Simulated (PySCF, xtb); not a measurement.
Sn(H)2(OH)(OMe) (CH6O2Sn), SMILES [SnH2]([OH])[O]C. The values are those of a single conformer.

Harmonic wavenumbers (cm⁻¹) from xtb 6.7.1 with GFN2-xTB at its own minimum, in rising order: 78, 102, 118, 233, 241, 387, 391, 437, 495, 531, 654, 836, 1057, 1144, 1146, 1422, 1487, 1493, 1531, 1672, 2952, 2964, 2988, 3610.

### Question
What does PBE-D3(BJ)/def2-SVP in PySCF 2.14.0 give at its own minimum? (The exact figures need the calculation; the answer reports its results.)

### Answer
63, 104, 162, 197, 253, 424, 503, 537, 588, 614, 630, 849, 1080, 1130, 1147, 1413, 1415, 1428, 1853, 1885, 2883, 2947, 3001, 3711. Paired by order, the mean absolute difference is 62 cm⁻¹ and the zero-point energies are 40.0 and 41.2 kcal/mol.
